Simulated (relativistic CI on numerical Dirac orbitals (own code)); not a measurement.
# Spin-allowed bands of a d3 ion in an octahedral site, by hand

Problem. Take Δ = 14960 cm⁻¹ and B = 880 cm⁻¹ for a d3 ion in an octahedral site. Calculate the three spin-allowed bands.

Working.
1. The terms of highest spin are 4F (energy 0) and 4P (15B = 13200 cm⁻¹). Here the F term splits into A2 at −1.2Δ = -17952, T2 at −0.2Δ = -2992 and T1 at +0.6Δ = 8976 cm⁻¹.
2. The two T1 states mix through the element 0.4Δ: H = [[8976, 5984], [5984, 13200]], with roots ½(H₁₁ + H₂₂) ∓ ½√[(H₂₂ − H₁₁)² + 4H₁₂²] = ½(22176) ∓ ½(12692) = 4742 and 17434 cm⁻¹.
3. The ground term is 4A2 at -17952 cm⁻¹.
4. Bands: 4T2 14960 cm⁻¹ (668 nm), 4T1(F) 22694 cm⁻¹ (441 nm), 4T1(P) 35386 cm⁻¹ (283 nm).

Check. Exact diagonalisation of the whole d3 shell with these parameters gives 4T2 14960, 4T1 22694, 4T1 35386 cm⁻¹. The match is exact, since without spin-orbit coupling no other term has this spin. The ratio of the second band to the first, 1.517, depends on Δ/B = 17.0 alone, which is how a Tanabe-Sugano diagram is read.
